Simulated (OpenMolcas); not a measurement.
# W5+: moving or changing the point charges

W5+ among 4 point charges of -2 e arranged as a square (D4h), 2.12 Å from the ion.
```
   2.1200    0.0000    0.0000  -2.00
   0.0000    2.1200    0.0000  -2.00
  -2.1200    0.0000    0.0000  -2.00
   0.0000   -2.1200    0.0000  -2.00
```

| Quantity | Value |
| --- | --- |
| Program | OpenMolcas |
| Method | SS-CASPT2, IPEA 0.25 Eh, imaginary shift 0.1 Eh (closed shells correlated: 4f 5s 5p) |
| Basis | ANO-RCC-VDZP [7s6p4d2f1g] |
| Scalar Hamiltonian | DKH2, point nucleus |
| Active space | 1 electron in 5 orbitals (5d) |
| State averaging | 2S+1 = 2 even, 5 roots |
| Spin-orbit coupling | RASSI with atomic mean-field integrals over the reference wave functions |

Runs around this geometry, states (labels of D4, the rotations of D4h). Energies in cm-1 above the lowest state or level, χT in cm3 K/mol.

```csv
R (Å),q (e),Ground state,First state of that spin,First gap with spin-orbit (degeneracies),χT at 300 K
2.12,-1.6,2A1,2E 3950,"7940 (2, 2)",0.140
1.94,-2,2A1,2E 8510,"10760 (2, 2)",0.102
2.12,-2,2A1,2E 5980,"9520 (2, 2)",0.114
2.24,-2,2A1,2E 4840,"8570 (2, 2)",0.128
```

Taking the first state of the same spin as R^-n, n = -ln(4840 / 8510) / ln(2.24 / 1.94) = 3.9 between the shortest and longest distance.

Scaling the charges by -1.6 / -2 = 0.80 scales the first state of the same spin by 3950 / 5980 = 0.66; with fixed orbitals a first-order splitting would follow the charge.

Free-ion shares, where given, are those of the reference states; single-state CASPT2 does not remix them. Spin-orbit coupling mixes the spin-free states strongly: the lowest level takes only 61 % from its leading state, 2A1 (figures for R = 2.12, q = -1.6; the like holds for R = 2.24, q = -2). Point charges carry no covalency, so the field is a model and not that of real ligands. No measured value stands beside these numbers.
